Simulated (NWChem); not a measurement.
Molecule: C$_{4}$H$_{7}$N; SMILES C=C=CNC

```xyz
12

C     -0.4114    -2.2337    -0.0110
C      0.2450    -1.1008     0.0341
C      0.9470     0.0184     0.0269
N      0.4603     1.3110    -0.0858
C     -0.9544     1.5358     0.0194
H     -0.6588    -2.7253    -0.9618
H     -0.7455    -2.7471     0.9006
H      2.0408    -0.0534     0.0757
H      1.0414     2.0051     0.3670
H     -1.3851     1.2107     0.9882
H     -1.1724     2.6037    -0.1227
H     -1.4793     0.9760    -0.7710
```
Atoms are numbered in this order, from 1.

Results from NWChem. Coordinates come from a PBE0/def2-SVP optimisation. Level: PBE0/def2-SVP with SMD (1 M gas to 1 M solution), gas-phase geometry.

For solvent water:

```yaml
solvation free energy (kcal/mol): -2.3
cavity-dispersion-structure term (kcal/mol): 3.3
dipole in solution (D): 2.22
```

Q: Estimate the same quantities for solvent toluene.

A: 
- solvation free energy (kcal/mol) = -4.1
- cavity-dispersion-structure term (kcal/mol) = -1.1
- dipole in solution (D) = 1.91
